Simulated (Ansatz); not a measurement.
`[NH]=[W](=[NH])([Cl])[Cl]`, relaxed with RKS PBE-D4/def2-SVP in Ansatz 0.2.0 from a rough embedded geometry. The force threshold is 0.03 eV/Å; the program also tests the step.

Charge 0, multiplicity 1. W takes the def2 core potential.

Start:

```xyz
7

N     0.017    0.515   -1.710
W    -0.274    0.177    0.273
N     0.249   -1.343    1.012
Cl   -0.346    1.799    1.321
Cl   -1.916   -0.431   -0.204
H     1.058    0.467   -1.525
H     1.212   -1.184    0.834
```

Question: How much energy does the relaxation release, and in how many steps? (An estimate is asked.)

Answer: Computed: 211.75 kcal/mol, in 8 steps.

Question: Which bonds change most? (An estimate is asked.)

Answer: Computed: W2–Cl5 from 1.815 to 2.304 Å; W2–Cl4 from 1.932 to 2.304 Å; N1–W2 from 2.032 to 1.756 Å; N3–H7 from 0.992 to 1.025 Å.

Question: Give the relaxed structure. (Estimate.)

Answer: Ansatz gave: 
```xyz
7

N     0.353    0.616   -1.346
W    -0.416    0.207    0.178
N     0.517   -1.045    0.984
Cl   -0.341    2.085    1.512
Cl   -2.481   -0.689   -0.315
H     1.071    0.532   -2.072
H     1.298   -1.705    1.059
```
